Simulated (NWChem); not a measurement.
C₂H₅NOSi; SMILES N[Si@@H](C#C)O

```xyz
10

C      0.0650     2.5385     0.1460
C      0.0623     1.3384    -0.0595
Si     0.0838    -0.4765    -0.3835
N     -1.4258    -1.0386     0.2106
O      1.3751    -1.2173     0.3537
H      0.0697     3.5993     0.3246
H      0.3388    -0.7294    -1.8239
H     -2.1542    -0.3877     0.4755
H     -1.7877    -1.9607     0.0005
H      1.3641    -1.1999     1.3160
```
Atoms are numbered in this order, from 1.

All runs: NWChem. Structure relaxed at the PBE0/def2-SVP level. Level: PBE0/def2-SVP with SMD (1 M gas to 1 M solution), gas-phase geometry. Reactions with the solvent are ignored.

```csv
solvent,dielectric constant,solvation free energy (kcal/mol),cavity-dispersion-structure term (kcal/mol),dipole in solution (D)
water,78.4,-5.1,5.7,3.06
2-propanol,19.3,-6.7,3.0,2.98
chloroform,4.71,-5.4,1.6,2.81
ethyl acetate,5.99,-5.0,1.5,2.80
```
